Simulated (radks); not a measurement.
Results of a calculation; reference values are marked as such.
Ho2+, configuration [Xe] 4f11.

Code: a radial shooting solver on a logarithmic mesh with Libxc functionals. Model: Dirac Kohn-Sham, LDA (Slater exchange, Perdew-Wang correlation), spin-unpolarised, spherical densities, finite nucleus; open shells are shared between the two j in proportion to 2j + 1; Fermi nuclear charge, rms radius 5.2022 fm.

Energy parts (hartree):
total: -12618.4906
kinetic: 13877.6727
electron-nucleus: -31139.0709
Hartree: 4906.2108
exchange-correlation: -263.3032

Orbitals (lengths in bohr, moments of r in powers of bohr; r(max) is where P^2 peaks):
orbital,occ.,eigenvalue (hartree),<r>,r(max),small-component weight
1s1/2,2,-2035.454,0.02076,0.01312,6.26e-02
2s1/2,2,-340.7670,0.08760,0.07485,1.39e-02
2p1/2,2,-324.5242,0.07293,0.05625,1.40e-02
2p3/2,4,-293.0693,0.08009,0.06238,1.29e-02
3s1/2,2,-76.48904,0.2297,0.2117,4.47e-03
3p1/2,2,-69.35588,0.2193,0.1991,4.42e-03
3p3/2,4,-62.78839,0.2328,0.2119,4.10e-03
3d3/2,4,-50.49630,0.2054,0.1674,3.99e-03
3d5/2,6,-49.05987,0.2096,0.1710,3.90e-03
4s1/2,2,-15.50402,0.5191,0.4843,1.44e-03
4p1/2,2,-12.67106,0.5287,0.4868,1.36e-03
4p3/2,4,-11.19131,0.5600,0.5143,1.24e-03
4d3/2,4,-6.51497,0.5905,0.5180,1.06e-03
4d5/2,6,-6.24655,0.6017,0.5270,1.03e-03
5s1/2,2,-2.38178,1.276,1.135,2.93e-04
5p1/2,2,-1.61481,1.437,1.239,2.29e-04
5p3/2,4,-1.42697,1.544,1.326,1.99e-04
4f5/2,4.71429,-0.66602,0.8320,0.5202,6.07e-04
4f7/2,6.28571,-0.62988,0.8504,0.5257,5.91e-04

The highest occupied level is 4f7/2 at -17.140 eV. The electron density at the nucleus is 8.02e+05 e/bohr^3. The density falls to 0.001 e/bohr^3 at r = 3.37 bohr.
